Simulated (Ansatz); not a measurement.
A search over several starts for the lowest SCF solution of NbSeO3H3⁺, that is NbSe(OH)3 with one electron fewer at the given spin, in a small basis.

```yaml
crystal:
  periodic: [false, false, false]
  atoms:
    - {symbol: Nb, position_ang: [0.000046, 0.000565, 0.036953]}
    - {symbol: Se, position_ang: [0.032317, 0.025482, 2.334310]}
    - {symbol: O, position_ang: [1.740842, 0.274565, -0.637581]}
    - {symbol: H, position_ang: [2.599041, 0.414928, -0.218915]}
    - {symbol: O, position_ang: [-1.127169, 1.368193, -0.610451]}
    - {symbol: H, position_ang: [-1.665498, 2.043878, -0.180216]}
    - {symbol: O, position_ang: [-0.639908, -1.662331, -0.583906]}
    - {symbol: H, position_ang: [-0.939670, -2.465280, -0.140203]}
basis:
  gaussian: {orbitals: def2-SVP}
total_charge: 1
magnetization: {spin_polarized: true, initial_magnetization: 1}
hamiltonian: {xc: pbe0, dispersion: d4}
output: {orbitals: {seedname: orbitals}}
```

```sh
$ ansatz run in.yaml --threads 4 --pin off --events-out ev --progress --plain --max-ram 3916MiB
```

Shortened log:

```
Functional definition: PBE0
  name "PBE0"
  cite "Adamo & Barone, J. Chem. Phys. 110, 6158 (1999) doi:10.1063/1.478522"
  cite "Perdew, Burke & Ernzerhof, Phys. Rev. Lett. 77, 3865 (1996) doi:10.1103/PhysRevLett.77.3865"
  parent pbe
  parameter a = 0.25
  parameter kappa = 0.804
  parameter beta = 0.06672455060314922
  exchange = (1 - a)*pbe_x(kappa = kappa, mu = beta*pi^2/3) + a*exact_x
  correlation = pbe_c(beta = beta)
1177 factors; integrals over basis functions are off by at most 7.2e-4 eV
mean field evaluation 1: about -73033.5816 eV, gradient 8.2e1 eV
mean field evaluation 2: about -72750.6166 eV, gradient 2.3e2 eV
mean field evaluation 4: about -73050.7287 eV, gradient 4.0e1 eV
mean field evaluation 8: about -73059.2308 eV, gradient 9.1e-1 eV
mean field evaluation 16: about -73059.3796 eV, gradient 4.3e-3 eV
mean field evaluation 32: about -73059.3798 eV, gradient 8.4e-3 eV
mean field evaluation 64: about -73059.3365 eV, gradient 2.2e0 eV
mean field -73059.37974871 eV, -2684.8826843388 hartree, gradient 9.5e-6 eV, S^2 0.754116; 4 other end points of the search recorded, 0 dependent functions left out
reference -73059.37980244 eV, -2684.8826863133 hartree; 37, 36 occupied and 83, 84 virtual orbitals, 1177 factors
Total energy: -73059.54392898 eV, -2684.8887178526 hartree
```

It took 68 s on 4 threads of Intel Xeon on a shared host, peak host memory 0.62 GiB.

In the def2 sets Nb takes a core potential; there is no spin–orbit coupling.
